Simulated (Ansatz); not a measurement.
A nudged elastic band was laid between two geometries of Cl3FGe + H4OSi (11 atoms, charge 0, multiplicity 1).

The calculation used RHF/def2-SVP (Ansatz).

```json
{
 "movable images": "7",
 "climbing image": "yes",
 "spring": "5.0 eV/Å²",
 "optimiser": "quadratic models (default)",
 "start path": "through a guess of the saddle point",
 "force threshold": "0.05 eV/Å",
 "iteration limit": "60",
 "end points": "relaxed"
}
```

Initial state:

```xyz
11
Properties=species:S:1:pos:R:3
Ge 0.693 0.207 -0.238
F 0.306 -0.110 1.392
Cl 2.806 0.389 -0.286
Cl -0.194 2.023 -0.837
Cl 0.102 -1.436 -1.429
O -2.393 -0.238 0.657
Si -3.783 -1.055 0.284
H -3.581 -2.520 0.365
H -4.877 -0.688 1.213
H -4.145 -0.674 -1.093
H -1.983 -0.332 1.504
```

Final state:

```xyz
11
Properties=species:S:1:pos:R:3
Ge -0.228 -0.111 -0.667
F -0.996 0.939 2.616
Cl 1.473 -0.862 0.342
Cl -0.043 1.969 -1.016
Cl -0.479 -1.133 -2.521
O -1.641 -0.406 0.295
Si -3.134 -1.165 0.154
H -2.929 -2.611 -0.050
H -3.846 -0.909 1.417
H -3.866 -0.588 -0.989
H -1.359 0.444 1.949
```

What changes between the two ends?

Bonds broken: Ge1–F2, O6–H11. Bonds formed: Ge1–O6, F2–H11. Cl3FGe + H4OSi becomes Cl3GeH3OSi + FH.

Give the energies along the band, and the barrier.

It converged. The highest image is number 4 of 0 to 8, 28.4 kcal/mol above the first end and 28.1 kcal/mol above the last; the last end lies 0.3 kcal/mol above the first. A vibrational analysis at the climbing image gives one clearly imaginary mode, 1231i cm⁻¹: a first-order saddle point. The orbitals stay closed-shell, which can raise the energy where a bond breaks towards radicals; this wasn't checked here.

```tsv
image	path coordinate (Å)	energy (kcal/mol)	Ge1–F2 (Å)	O6–H11 (Å)	Ge1–O6 (Å)
0	0.00	0.0	1.71	0.95	3.24
1	0.99	0.4	1.71	0.95	3.22
2	1.98	7.1	1.71	0.95	2.70
3	2.96	13.8	1.75	0.95	2.13
4	3.95	28.4	2.02	1.13	1.86
5	4.39	12.9	2.35	1.51	1.78
6	4.84	3.3	2.79	1.74	1.75
7	5.28	0.6	3.24	1.88	1.74
8	5.72	0.3	3.53	1.88	1.73
```

What is the geometry of the highest image?


```xyz
11
Properties=species:S:1:pos:R:3
Ge -0.187 0.092 -0.244
F -0.404 0.902 1.590
Cl 1.545 -0.925 0.453
Cl 0.017 2.052 -1.042
Cl -0.648 -1.051 -2.050
O -1.814 -0.338 0.558
Si -3.254 -1.204 0.255
H -2.914 -2.618 0.044
H -4.058 -1.023 1.476
H -3.917 -0.613 -0.915
H -1.415 0.292 1.406
```

What are the harmonic wavenumbers there?

1231i, 39, 108, 116, 123, 151, 196, 204, 235, 270, 374, 416, 466, 497, 505, 575, 772, 808, 1002, 1037, 1038, 1087, 1183, 2118, 2390, 2411, 2413 cm⁻¹.

Time of the run: 3.9 min on 4 threads of AMD EPYC 9R45 96-Core Processor (Zen 5) (shared host), peak memory 0.56 GiB.
